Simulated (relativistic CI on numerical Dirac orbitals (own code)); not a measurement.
What each ingredient does to the levels of Hg17+

Base calculation: Dirac-Coulomb-Breit CI, separate exchange-only KLI orbitals for each configuration, a model potential for QED, unscaled Slater integrals.

Configurations in the expansion (outside the closed core [Kr] 4d10): 4f14 5s2 5p, 4f14 5s 5p2, 4f14 5s2 5d, 4f13 5s2 5p2, 4f14 5s 5p 5d, 4f14 5s2 5f, 4f14 5s 5p 5f, 4f14 5s2 5g, 4f14 5s2 6s, 4f13 5s2 5p 5d, 4f14 5p2 5d, 4f14 5s 5d2, 4f14 5s 5p 5g, 4f14 5s2 6p, 4f14 5p2 6s, 4f14 5s 5p 6s, 4f14 5s2 6d, 4f13 5s2 5p 6s, 4f14 5s 5d 6s, 4f13 5s2 5p 5f, 4f14 5p3, 4f13 5p4, 4f14 5p 5d2, 4f14 5d3, 4f13 5p2 5d2, 4f14 5d2 5f, 4f14 5p 5f2, 4f14 5d 5f2, 4f13 5p2 5f2, 4f14 5f3, 4f14 5p2 5f, 4f13 5p3 5f, 4f14 5s 5d 5f. Double excitations out of closed p, d and f shells are left out; levels of such configurations are missing from the list, as are those of other unlisted configurations, and high levels can miss mixing partners. Some configurations lack a partner that the ground configuration has and come out too high, among them 4f13 5s2 5p 5d, 4f13 5s2 5p 6s, 4f14 5s2 5g, 4f14 5s2 6s, 4f14 5s2 6p.

The lowest level and the first level of each name with at least 55 % of one term (blank where a level has no safe partner in the second run):

| Level | Base (cm⁻¹) | Shift (cm⁻¹) |
| --- | --- | --- |
| 4f14 5s2 5p 2P°_1/2 | 0 | 0 |
| 4f14 5s2 5p 2P°_3/2 | 199917 | -37 |
| 4f14 5s 5p2 4P_1/2 | 337984 | -185 |
| 4f14 5s 5p2 4P_3/2 | 491630 | -128 |
| 4f14 5s 5p2 2D_3/2 | 568962 | -116 |
| 4f14 5s 5p2 2P_1/2 | 586677 | -64 |
| 4f13 5s2 5p2 4F°_9/2 | 595531 | +17834 |
| 4f13 5s2 5p2 2H°_11/2 | 615522 | +17746 |
| 4f13 5s2 5p2 2D°_5/2 | 620254 | +17744 |
| 4f13 5s2 5p2 4F°_3/2 | 624872 | +18615 |
| 4f13 5s2 5p2 2G°_9/2 | 629525 | +17747 |
| 4f13 5s2 5p2 2P°_1/2 | 646993 | +18723 |
| 4f13 5s2 5p2 2H°_9/2 | 649694 | +18635 |
| 4f13 5s2 5p2 2D°_3/2 | 661262 | +18700 |

At this charge transitions that keep the count of f electrons are usually good to a few per cent. Levels that differ in their count of f electrons can be misplaced by several ten thousand cm⁻¹, since the correlation energy of f electrons is missing or only estimated; rates across such gaps can be off by orders of magnitude.

Question: One thing was changed in a second run, which moved the levels as shown. Which?
A. one mean potential for all configurations
B. configuration mixing switched off
C. QED terms removed
D. Breit term removed
E. valence Slater integrals scaled by 0.9

Answer: A. One mean potential for all configurations. One potential for all configurations removes the relaxation of the orbitals, which moves whole configurations and changes the integrals a little.

LS names give the leading component of a level, which can be under half, so a name can repeat, a term be missing and a line seem to break the LS rules.
